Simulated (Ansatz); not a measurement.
Z-matrix (Å, degrees):
```
In
F 1 1.9172
F 1 1.9172 2 120.03
F 1 1.9173 2 119.97 3 -180.00
```
Charge 0, multiplicity 1.

Computed with Ansatz (a program for electronic structure) with frozen-core CCSD(T)/def2-TZVPP // CAM-B3LYP-D3(BJ)/def2-TZVP.

- HF energy: -487.73953 Ha
- MP2 correlation energy: -1.02887 Ha

Estimate the CCSD correlation energy, the (T) correction, the total energy and the T1 diagnostic.


| Item | Result |
|---|---|
| CCSD correlation energy | -1.01703 Ha |
| (T) correction | -0.03044 Ha |
| CCSD(T) total energy | -488.78700 Ha |
| T1 diagnostic | 0.018 |
